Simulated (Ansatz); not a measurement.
Geometry optimisation, Ansatz 0.2.0, DFT PBEsol, scalar-relativistic, plane waves, PAW.

Input file:

```yaml
crystal:
  lattice:
    - [5.105311, 0.0, 0.0]
    - [0.0, 5.105311, 0.0]
    - [0.0, 0.0, 17.415]
  atoms:
    - { symbol: Cu, position: [0.25, 0.25, 0.0574218] }
    - { symbol: Cu, position: [0.75, 0.25, 0.0574218] }
    - { symbol: Cu, position: [0.25, 0.75, 0.0574218] }
    - { symbol: Cu, position: [0.75, 0.75, 0.0574218] }
    - { symbol: Cu, position: [0.0, 0.0, 0.161068] }
    - { symbol: Cu, position: [0.5, 0.0, 0.161068] }
    - { symbol: Cu, position: [0.0, 0.5, 0.161068] }
    - { symbol: Cu, position: [0.5, 0.5, 0.161068] }
    - { symbol: Cu, position: [0.25, 0.25, 0.2647143] }
    - { symbol: Cu, position: [0.75, 0.25, 0.2647143] }
    - { symbol: Cu, position: [0.25, 0.75, 0.2647143] }
    - { symbol: Cu, position: [0.75, 0.75, 0.2647143] }
    - { symbol: Cu, position: [0.0, 0.0, 0.3683606] }
    - { symbol: Cu, position: [0.5, 0.0, 0.3683606] }
    - { symbol: Cu, position: [0.0, 0.5, 0.3683606] }
    - { symbol: Cu, position: [0.5, 0.5, 0.3683606] }
    - { symbol: "N", position: [0.6805449, 0.8001392, 0.4573643] }
    - { symbol: O, position: [0.6805449, 0.8001392, 0.525122] }
basis:
  ecutwfc: 420.0
kpoints:
  mp_grid: { grid: [3, 3, 1] }
hamiltonian:
  xc: pbesol
scf:
  occupations: { method: gaussian, width: 0.1 }
  lower_state_search: "off"
relax:
  f_tol: 0.03
  max_steps: 60
  adjacent_minimum: "off"
  constraints: [{ sites: [0, 1, 2, 3] }]
output:
  write_density: true
  write_potential: true
  elf: true
  volumetric_format: npy
```

Launched with:

```bash
$ ansatz run input.yaml --threads 4 --pin off --max-ram 10240MiB --backend cpu --events-out ev --progress --plain --runs-dir out
```

**Question.** Where does it end, and by what steps?

**Answer.** The run converged. Limits of this set-up: coarse k mesh, thin slab, slab without dipole correction, odd electron count without spin, a typed lattice constant that wasn't relaxed here. After 6 steps the energy has fallen by 0.568 eV; N17 moved furthest, 0.83 Å. Joined: Cu15–N17 (2.72 → 2.07 Å).

```tsv
step	energy less start (eV)	largest force component (eV/Å)	accepted
0	0.0000	1.292	yes
1	-0.2090	1.444	yes
2	-0.3974	0.747	yes
3	-0.4941	0.240	yes
4	-0.5436	0.542	yes
5	-0.5670	0.076	yes
6	-0.5676	0.006	yes
```

```xyz
18
Lattice="5.1053 0.0000 0.0000 0.0000 5.1053 0.0000 0.0000 0.0000 17.4150" Properties=species:S:1:pos:R:3
Cu 1.276 1.276 1.000
Cu 3.829 1.276 1.000
Cu 1.276 3.829 1.000
Cu 3.829 3.829 1.000
Cu 0.014 0.015 2.697
Cu 2.538 0.015 2.697
Cu 0.014 2.539 2.697
Cu 2.538 2.538 2.697
Cu 1.275 1.277 4.529
Cu 3.828 1.277 4.485
Cu 1.275 3.830 4.485
Cu 3.828 3.830 4.352
Cu -0.009 -0.007 6.217
Cu 2.559 -0.007 6.217
Cu -0.009 2.561 6.217
Cu 2.559 2.561 6.217
N 3.827 3.831 7.252
O 3.827 3.830 8.480
```

Whether the end is a true minimum wasn't checked by a vibrational analysis.

Run time: 38 s on 4 threads of AMD EPYC 9R45 96-Core Processor (Zen 5), on a shared host, peak memory 2.2 GiB.
